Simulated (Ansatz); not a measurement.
Consider the hydrogenolysis of a Ge–Si bond: `[F][Ge]([SiH3])([SH])[Cl]` + H₂ → `[F][GeH]([SH])[Cl]` + SiH₄.

Computed with Ansatz on PBE0-D4/def2-TZVP structures; ΔE is electronic, products minus reactants. CCSD(T)/CBS is the MP2 limit (def2-TZVPP, def2-QZVPP) plus CCSD(T) − MP2 in def2-TZVPP, frozen cores. This one scheme is used for every species. DFT in def2-TZVPP. B3LYP here is the variant with VWN-RPA as its local correlation; programs differ in this. For Ge outer-core shells are correlated without core-valence functions, which leaves a few kJ/mol of doubt a bond. Scalar relativity is left out up to krypton. One conformer a species, not always the lowest.

| level | ΔE (kcal/mol) | difference from CCSD(T)/CBS |
| --- | --- | --- |
| PBE-D4 | 3.8 | 2.8 |
| r2SCAN-D4 | 1.9 | 0.9 |
| PBE0-D4 | 2.0 | 1.0 |
| B3LYP-D4 | 1.6 | 0.6 |
| ωB97X-V | -0.4 | -1.4 |
| ωB97M-V | -0.1 | -1.1 |
| B2PLYP | -0.8 | -1.8 |
| PBE | 2.0 | 1.0 |
| r2SCAN | 1.4 | 0.4 |
| PBE0 | 0.3 | -0.7 |
| B3LYP | -1.3 | -2.3 |
| HF/def2-TZVPP | -7.2 | -8.2 |
| MP2/def2-TZVPP | 0.5 | -0.5 |
| SCS-MP2/def2-TZVPP | -1.3 | -2.3 |
| CCSD/def2-TZVPP | -1.7 | -2.7 |
| CCSD(T)/def2-TZVPP | -0.4 | -1.4 |
| HF/def2-QZVPP | -7.3 | -8.3 |
| MP2/def2-QZVPP | 1.3 | 0.3 |
| SCS-MP2/def2-QZVPP | -0.6 | -1.6 |
| HF/CBS(def2) | -7.3 | -8.3 |
| MP2/CBS(def2) | 1.9 | 0.9 |
| CCSD/CBS(def2) | -0.3 | -1.3 |
| CCSD(T)/CBS | 1.0 | 0 |

Largest T1 diagnostic among the species: 0.012.

From PBE to PBE0 (25 % exact exchange), in def2-TZVPP and without D4, ΔE moves by −1.7 kcal/mol. The D4 term adds +2.9 kcal/mol with B3LYP and +1.7 kcal/mol with PBE0; it sums over pairs of atoms, weighted by their polarisabilities, and B3LYP, whose exchange is more repulsive, gets the larger term. In def2-TZVPP, CCSD(T) changes the Hartree–Fock value by +6.8 kcal/mol (the triples alone add +1.3 kcal/mol) and MP2 by +7.7 kcal/mol.
